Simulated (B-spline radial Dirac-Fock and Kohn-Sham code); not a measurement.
**Isotope-shift constants of the inner levels of Cs⁺**

System: Cs⁺ in the configuration [Kr] 4d10 5s2 5p6.

Method: first-order field-shift and mass-shift constants from Dirac-Fock ground and hole states with a Fermi nucleus; the mass shift has no relativistic recoil terms. Computed with a radial finite-basis atomic code. A binding energy shifts by δE = F·δ⟨r²⟩ + (K_N + K_S)·δ(1/M); F is taken for a change of radius at fixed skin thickness and so holds the higher radial moments.

```
     level  F (meV/fm²)
    K (1s)       -134.2
   L1 (2s)       -16.18
L2 (2p1/2)       0.5020
L3 (2p3/2)       0.9008
   M1 (3s)       -3.262
M2 (3p1/2)       0.1499
M3 (3p3/2)       0.2417
M4 (3d3/2)       0.2186
M5 (3d5/2)       0.2133
```

The mass shift is not given and not included below: at this Z its relativistic corrections are large. It matters little for K lines but can be comparable with the field shift of L lines.

Field shifts alone in meV from A = 133 (mass 132.9055 u, rms radius 4.8041 fm); radii from Angeli and Marinova (2013).

```
  A  mass (u)  radius (fm)     Kα1     Kα2     Kβ1   Lα1
119  118.9224       4.7896   +18.8   +18.7   +18.7  -0.1
125  124.9097        4.788   +20.9   +20.8   +20.8  -0.1
128  127.9077       4.7921   +15.6   +15.5   +15.5  -0.1
131  130.9055       4.8026    +1.9    +1.9    +1.9   0.0
132  131.9064       4.8002    +5.1    +5.0    +5.0   0.0
138  137.9110       4.8255   -27.8   -27.8   -27.7  +0.1
139  138.9134       4.8422   -49.7   -49.5   -49.4  +0.3
142  141.9243       4.8825  -102.6  -102.3  -102.1  +0.5
143  142.9273       4.8965       ?       ?       ?     ?
144  143.9321       4.9055  -133.0  -132.6  -132.4  +0.7
```

**Question.** What are the shifts for A = 143?

**Answer.** Kα1 -121.1 meV; Kα2 -120.7 meV; Kβ1 -120.5 meV; Lα1 +0.6 meV.
